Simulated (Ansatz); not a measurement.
FH3SeSi (`F[SiH2][SeH]`), relaxed with RKS PBE-D4/def2-SVP in Ansatz from a rough embedded geometry. The force threshold is 0.03 eV/Å; the program also tests the step.

The species carries charge 0 and has multiplicity 1.

Start:

```xyz
6

F     0.066    1.032   -1.779
Si    0.102   -0.031   -0.553
Se   -0.482    1.034    1.350
H    -0.823   -1.140   -0.768
H     1.459   -0.615   -0.415
H    -0.321   -0.280    2.165
```

```json
{"step": "1", "energy (eV)": "-75965.6684", "largest force (eV/Å)": "1.069", "largest move (Å)": "0.000"}
{"step": "2", "energy (eV)": "-75965.7314", "largest force (eV/Å)": "0.380", "largest move (Å)": "0.136"}
{"step": "3", "energy (eV)": "-75965.7702", "largest force (eV/Å)": "0.107", "largest move (Å)": "0.090"}
{"step": "4", "energy (eV)": "-75965.7714", "largest force (eV/Å)": "0.051", "largest move (Å)": "0.009"}
{"step": "5", "energy (eV)": "-75965.7718", "largest force (eV/Å)": "0.021", "largest move (Å)": "0.010"}
{"step": "6", "energy (eV)": "-75965.7719", "largest force (eV/Å)": "0.013", "largest move (Å)": "0.007"}
{"step": "7", "energy (eV)": "-75965.7719", "largest force (eV/Å)": "0.005", "largest move (Å)": "0.003"}
{"step": "8", "energy (eV)": "-75965.7719", "largest force (eV/Å)": "0.002", "largest move (Å)": "0.001"}
{"step": "9", "energy (eV)": "-75965.7719", "largest force (eV/Å)": "0.006", "largest move (Å)": "0.002"}
{"step": "10", "energy (eV)": "-75965.7719", "largest force (eV/Å)": "0.024", "largest move (Å)": "0.013"}
{"step": "11 (rejected)", "energy (eV)": "-75965.7719", "largest force (eV/Å)": "0.123", "largest move (Å)": "0.049"}
{"step": "12", "energy (eV)": "-75965.7721", "largest force (eV/Å)": "0.051", "largest move (Å)": "0.024"}
{"step": "13", "energy (eV)": "-75965.7722", "largest force (eV/Å)": "0.094", "largest move (Å)": "0.027"}
{"step": "14", "energy (eV)": "-75965.7724", "largest force (eV/Å)": "0.165", "largest move (Å)": "0.045"}
{"step": "15", "energy (eV)": "-75965.7735", "largest force (eV/Å)": "0.164", "largest move (Å)": "0.039"}
{"step": "16 (rejected)", "energy (eV)": "-75965.7618", "largest force (eV/Å)": "0.650", "largest move (Å)": "0.192"}
{"step": "17", "energy (eV)": "-75965.7767", "largest force (eV/Å)": "0.087", "largest move (Å)": "0.096"}
{"step": "18", "energy (eV)": "-75965.7830", "largest force (eV/Å)": "0.138", "largest move (Å)": "0.100"}
{"step": "19", "energy (eV)": "-75965.7844", "largest force (eV/Å)": "0.557", "largest move (Å)": "0.147"}
{"step": "20", "energy (eV)": "-75965.8214", "largest force (eV/Å)": "0.137", "largest move (Å)": "0.200"}
{"step": "21", "energy (eV)": "-75965.8526", "largest force (eV/Å)": "0.181", "largest move (Å)": "0.200"}
{"step": "22 (rejected)", "energy (eV)": "-75965.8368", "largest force (eV/Å)": "1.111", "largest move (Å)": "0.199"}
{"step": "23", "energy (eV)": "-75965.8677", "largest force (eV/Å)": "0.100", "largest move (Å)": "0.099"}
{"step": "24", "energy (eV)": "-75965.8799", "largest force (eV/Å)": "0.103", "largest move (Å)": "0.100"}
{"step": "25", "energy (eV)": "-75965.8870", "largest force (eV/Å)": "0.083", "largest move (Å)": "0.150"}
{"step": "26", "energy (eV)": "-75965.8892", "largest force (eV/Å)": "0.013", "largest move (Å)": "0.034"}
```

End:

```xyz
6

F    -0.359    0.961   -1.537
Si    0.250   -0.143   -0.489
Se    0.220    0.584    1.672
H    -0.570   -1.387   -0.641
H     1.697   -0.353   -0.812
H    -1.240    0.338    1.808
```

Run time 37 s (2 threads of a server CPU on a shared host); peak host memory 0.14 GiB.
